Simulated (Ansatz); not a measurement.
System: sum formula MoO$_{2}$Cl$_{2}$, net charge 1, doublet state. The spin state was set by rule; other spins were not relaxed. 
Geometry from a B3LYP-D3(BJ)/def2-TZVP (Ansatz, an electronic-structure program) optimisation:
```xyz
5

Mo     0.2370    -0.0432     0.0821
O      1.5940    -0.6046    -0.7443
O      0.9255     0.1662     1.7050
Cl    -0.4289     1.8712    -0.7425
Cl    -1.3422    -1.5581     0.0875
```
Charge +1, spin multiplicity 2.

Total electronic energies in hartree. Valence correlation only, unless marked. UHF or UKS for open shells. No spin-orbit coupling. The frozen core is the preceding noble-gas configuration, with the filled d and f shells of earlier blocks. Past Kr the def2 sets carry scalar-relativistic core potentials. STO-3G rows are all-electron and non-relativistic. CBS marks a two-point X^-3 extrapolation of the correlation energy; Hartree-Fock from the larger set. The bracket is a focal-point correction in the basis named. The program attaches cautions to a run behind HF/STO-3G: large difference. The program attaches cautions to a run behind SCS-MP2/STO-3G: large difference.

The UHF reference is spin-contaminated (<S^2> 0.56 over the pure value in the largest basis). The T1 diagnostic of CCSD in the largest basis is 0.057, which is high, so the coupled-cluster rows are less sure than usual.

| level | program | energy (Eh) |
|---|---|---|
| HF/STO-3G | Ansatz | -4992.79717 |
| RI-HF/def2-QZVPP | Ansatz | -1136.13810 |
| BLYP-D3(BJ)/def2-TZVPD | Ansatz + dftd3 | ___ |
| revPBE-D3(BJ)/def2-TZVPD | Ansatz + dftd3 | ___ |
| r2SCAN/def2-TZVPD | Ansatz | -1138.86895 |
| r2SCAN-D4/def2-TZVPD | Ansatz + dftd4 | -1138.87041 |
| B3LYP-D4/def2-TZVPD | Ansatz + dftd4 | -1138.99340 |
| PBE0/def2-SVP | Ansatz | ___ |
| PBE0-D4/def2-TZVP | Ansatz + dftd4 | -1138.45777 |
| PBE0-D4/def2-TZVPD | Ansatz + dftd4 | -1138.46112 |
| PBE0/def2-TZVPD | Ansatz | -1138.45550 |
| BHLYP-D3(BJ)/def2-TZVPD | Ansatz + dftd3 | -1138.71215 |
| BHLYP-D4/def2-TZVPD | Ansatz + dftd4 | -1138.70981 |
| LC-wPBE-D4/def2-TZVPD | Ansatz + dftd4 | -1138.56837 |
| B2GP-PLYP-D4/def2-TZVPD | Ansatz + dftd4 | -1138.22993 |
| B2PLYP/def2-TZVPD | Ansatz | -1138.40940 |
| RPA@PBE/def2-QZVPP | Ansatz | -1137.84580 |
| MP2/def2-SVPD | Ansatz | -1136.42051 |
| RI-MP2/def2-TZVPPD | Ansatz | -1137.14609 |
| RI-MP2/def2-QZVPP | Ansatz | -1137.25740 |
| SCS-MP2/STO-3G | Ansatz | -4993.00012 |
| SCS-MP2/def2-TZVPP | Ansatz | -1137.08860 |
| RI-MP2/CBS(def2-TZVPPD,def2-QZVPPD)+[CCSD(T)-MP2]/def2-TZVPPD | Ansatz | -1137.4164 |

What belongs in the gaps?


- BLYP-D3(BJ)/def2-TZVPD, energy (Eh): -1138.95863
- revPBE-D3(BJ)/def2-TZVPD, energy (Eh): -1138.83354
- PBE0/def2-SVP, energy (Eh): -1137.92246
